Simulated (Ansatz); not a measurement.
Name a neutral molecule of C, Cl, Hf, Se and H with zero-point energy (PBE0-D4/def2-TZVP) between 173 and 189 kJ/mol and HOMO–LUMO gap (B3LYP/def2-TZVPP) between 4.60 and 4.90 eV (Ansatz, PBE0-D4/def2-TZVP geometry).

`CC[Se][Hf]([Cl])([Cl])[Cl]` (184.2 kJ/mol, 4.84 eV). Other molecules can fit too; these were computed, each in one conformer that needn't be the lowest.

B3LYP here is the variant with VWN-RPA as its local correlation; programs differ in this.
